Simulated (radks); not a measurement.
The numbers below are computed, except where a source is named.
Species: P2+. Configuration: [Ne] 3s1.5 3p1.5 (fractional occupations, a model configuration).

Code: a radial shooting solver on a logarithmic mesh with Libxc functionals. Model: scalar-relativistic Kohn-Sham, LDA (Slater exchange, Perdew-Zunger correlation), spin-unpolarised, spherical densities, point nucleus.

Energy parts (eV):
total: -9239.401
kinetic: 9261.481
electron-nucleus: -21771.400
Hartree: 3847.543
exchange-correlation: -577.025

Orbitals (lengths in bohr, moments of r in powers of bohr; <r^-3> diverges for s and p1/2; r(90%) holds 90 % of the orbital's charge):
| orbital | occ. | eigenvalue (eV) | <r^-3> | r(90%) | <1/r> |
|---|---|---|---|---|---|
| 1s | 2 | -2100.961 | - | 0.186 | 14.60 |
| 2s | 2 | -197.3353 | - | 0.819 | 2.815 |
| 2p | 6 | -148.7625 | 63.63 | 0.812 | 2.713 |
| 3s | 1.5 | -34.3420 | - | 2.59 | 0.7926 |
| 3p | 1.5 | -24.6871 | 5.729 | 2.98 | 0.6899 |

The highest occupied level is 3p at -24.687 eV. The density falls to 0.001 e/bohr^3 at r = 3.51 bohr.
